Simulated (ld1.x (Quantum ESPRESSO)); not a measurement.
## Before and after: TM potential for Te

```json
{
  "Element": "tellurium (Te)",
  "Generator": "ld1.x (Quantum ESPRESSO) 7.5",
  "Type": "norm-conserving Troullier–Martins (Kleinman–Bylander form)",
  "Functional": "LDA (PZ)",
  "Relativity": "scalar-relativistic",
  "Frozen core": "[Kr]",
  "Valence charge": "16",
  "Reference configuration": "4d10 5s2 5p2 (charge +2)",
  "Partial waves": "5p (bound): rc 1.75 bohr; 4d (bound): rc 1.10 bohr; 4f channel at 0.3 Ry: rc 1.45 bohr; 5s (bound): rc 1.70 bohr",
  "Local potential": "the s channel",
  "Core correction": "none"
}
```

Change: wave 4d (bound): rc 1.10 bohr becomes 4d (bound): rc 1.50 bohr.

Cutoffs: the cutoffs (Ry, on a coarse ladder) from which the occupation-weighted sum of valence levels, in a spherical-Bessel basis at the reference potential, stays within 10 and 1 mRy of its value at 400 Ry; they do not see the model core or the augmentation charge, which bear on the density cutoff. Errors are all-electron minus pseudo energies relative to the spin-unpolarised reference configuration.

Problem. Predict the effect on cutoff, ghosts and configuration errors.

Solution. The potential gets softer (120 Ry and 200 Ry → 100 Ry and 160 Ry); the errors of the 9 common tests hardly move; neither file shows a bound ghost. A larger radius leaves more room for a smooth pseudo-wave, so fewer plane waves are needed.

| quantity | base | changed |
| --- | --- | --- |
| cutoff, loose | 120 Ry | 100 Ry |
| cutoff, tight | 200 Ry | 160 Ry |
| loose cutoff by channel (10 mRy a level) | p 30 Ry, d 100 Ry, s 25 Ry | p 30 Ry, d 80 Ry, s 25 Ry |
| bound ghosts | none | none |
| error for 4d10 5s2 5p4, meV [ΔE -28.09 eV] | +22 | +22 |
| error for 4d10 5s2 5p3, meV [ΔE -18.17 eV] | +9.5 | +9.6 |
| error for 4d10 5s2 5p1, meV [ΔE 27.23 eV] | -0.7 | -0.6 |
| error for 4d10 5s1 5p4, meV [ΔE -8.24 eV] | +5.2 | +5.2 |
| error for 4d10 5s1 5p5, meV [ΔE -18.74 eV] | +14 | +14 |
| error for 4d10 5s2 5p0, meV [ΔE 64.14 eV] | +11 | +11 |
| error for 4d9 5s2 5p5, meV [ΔE 10.06 eV] | -475 | -440 |
| error for 4d10 5s2 5p2 (spin-polarised), meV [ΔE -0.68 eV] | +16 | +16 |
| error for 4d10 5s2 5p4 (spin-polarised), meV [ΔE -28.57 eV] | +32 | +32 |
| s: phases at 1.90 bohr within 0.05 rad from the reference energy up to (Ry; the scan ends near 5) | 2.9 | 2.9 |
| p: phases at 1.90 bohr within 0.05 rad from the reference energy up to (Ry; the scan ends near 5) | to the end of the scan | to the end of the scan |
| d: phases at 1.90 bohr within 0.05 rad from the reference energy up to (Ry; the scan ends near 5) | -1.5 | -1.5 |
| f: phases at 1.90 bohr within 0.05 rad from the reference energy up to (Ry; the scan ends near 5) | 2.6 | 2.6 |
